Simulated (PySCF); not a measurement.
A PySCF script (with the pyscf-properties extension) for the NMR shieldings of `C=C[C](=C)[Al]1[CH2]CC[CH2]1`, C₈H₁₃Al, on a GFN2-xTB geometry:

```python
import basis_set_exchange as bse
import numpy as np
from pyscf import gto, dft
from pyscf.prop import nmr

atoms = """
C     2.800560   -1.452557    0.956149
C     2.956372   -0.805981   -0.193134
C     1.868774   -0.039110   -0.783872
C     2.039882    0.650568   -1.921653
Al    0.049673    0.073350    0.012952
C    -1.445888    1.249095   -0.619507
C    -2.368175    1.113429    0.608838
C    -2.379951   -0.336673    1.116355
C    -0.960217   -0.783309    1.520345
H     1.846379   -1.415685    1.468722
H     3.588477   -2.022999    1.418868
H     3.905594   -0.832099   -0.720155
H     1.222305    1.219263   -2.346944
H     2.975439    0.683431   -2.467118
H    -1.975994    0.867896   -1.502841
H    -1.257040    2.308057   -0.825213
H    -1.994739    1.753869    1.413847
H    -3.390920    1.431136    0.382732
H    -3.080833   -0.428841    1.952143
H    -2.743595   -0.978377    0.307892
H    -0.726852   -0.363887    2.509280
H    -0.939663   -1.871191    1.649954
"""
names = dict.fromkeys(["C", "Al", "H"], "pcSseg-1")
basis = {el: gto.basis.parse(bse.get_basis(n, elements=[el], fmt="nwchem")) for el, n in names.items()}
mol = gto.M(atom=atoms, basis=basis, charge=0, verbose=0)
mf = dft.RKS(mol, xc="PBE0")
mf.grids.level = 2
mf.grids.alignment = dft.numint.BLKSIZE   # the property module wants whole blocks of grid points
mf.conv_tol = 1e-9
mf.kernel()

calc = nmr.RKS(mf)   # GIAO
C = mf.mo_coeff
Co = C[:, mf.mo_occ > 0]
resp = mf.gen_response(singlet=True, hermi=2)
def vind(x):   # induced exchange potential for any number of trial vectors
    d = np.einsum("pi,xij,qj->xpq", C, 2 * x.reshape(-1, C.shape[1], Co.shape[1]), Co, optimize=True)
    return np.einsum("xpq,pi,qj->xij", resp(d - d.transpose(0, 2, 1)), C, Co, optimize=True).ravel()
mo1, _ = nmr.rhf.solve_mo1(calc, with_cphf=vind)
sigma = calc.kernel(mo1)
for i, s in enumerate(sigma):   # ppm
    w = np.linalg.eigvalsh((s + s.T) / 2)
    print("%2d %-2s iso %8.1f  s11 %8.1f  s22 %8.1f  s33 %8.1f" % (i, mol.atom_pure_symbol(i), w.mean(), *w))
```

Task: What are the results?

Result: 
```
 0 C  iso     56.5  s11    -48.8  s22     66.0  s33    152.4
 1 C  iso     34.7  s11    -79.9  s22     43.2  s33    140.9
 2 C  iso     19.7  s11    -78.5  s22    -17.3  s33    154.8
 3 C  iso     42.4  s11    -72.8  s22     49.7  s33    150.4
 4 Al iso    268.5  s11    232.7  s22    275.6  s33    297.1
 5 C  iso    175.8  s11    159.6  s22    174.0  s33    193.8
 6 C  iso    154.5  s11    146.3  s22    150.7  s33    166.5
 7 C  iso    153.2  s11    142.6  s22    150.4  s33    166.5
 8 C  iso    171.9  s11    157.0  s22    170.3  s33    188.6
 9 H  iso     25.3  s11     22.7  s22     25.5  s33     27.8
10 H  iso     26.1  s11     24.7  s22     25.1  s33     28.5
11 H  iso     24.8  s11     22.6  s22     24.3  s33     27.4
12 H  iso     25.6  s11     23.0  s22     23.6  s33     30.0
13 H  iso     25.1  s11     22.4  s22     24.8  s33     28.1
14 H  iso     31.4  s11     26.6  s22     29.2  s33     38.4
15 H  iso     30.8  s11     25.8  s22     29.0  s33     37.6
16 H  iso     30.7  s11     26.3  s22     29.1  s33     36.8
17 H  iso     29.2  s11     23.7  s22     27.8  s33     36.1
18 H  iso     29.2  s11     23.6  s22     27.8  s33     36.1
19 H  iso     30.6  s11     26.2  s22     29.1  s33     36.5
20 H  iso     31.2  s11     26.5  s22     29.2  s33     37.9
21 H  iso     30.6  s11     25.7  s22     29.1  s33     37.1
```

These numbers come from an equivalent density-fitted implementation of the same equations, which agrees with the script to about 0.01 ppm for H and up to a few tenths of a ppm for heavy atoms, so last digits may differ.

Size and cost of the density-fitted run: 225 basis functions, 54 s wall time on 1 thread of an Arm Neoverse V1, shared host; peak memory 1 GiB.
